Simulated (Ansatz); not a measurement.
System: CH4B, net charge 0, doublet state. It need not be the lowest isomer of its formula. 
Structure (B3LYP-D3(BJ)/def2-TZVP (Ansatz, a quantum-chemistry and plane-wave program) minimum search):
SMILES: C[BH]
```xyz
6

B      0.9498    -0.0292    -0.1000
C     -0.5845    -0.0711    -0.0092
H      1.6916     0.7974     0.3331
H     -1.0420     0.9100    -0.1870
H     -1.0796    -0.8178    -0.6312
H     -0.8118    -0.3173     1.0407
```
Charge 0, spin multiplicity 2.

Parts of the frozen-core correlation energy in cc-pVDZ (Ansatz, hartree). Frozen orbitals: 2; correlated occupied orbitals by spin: 6 and 5; virtual: 40 and 41. Open shells are spin-unrestricted. No spin-orbit coupling. Non-relativistic.

```csv
term,value
reference (HF),-64.80948
MP2 opposite-spin,-0.16680
MP2 same-spin,-0.04204
CCSD correlation,-0.24135
(T),-0.00594
CCSDT minus CCSD(T),-0.00073
T1 diagnostic,0.010
largest doubles amplitude,0.037
<S^2> of the reference,0.753
```
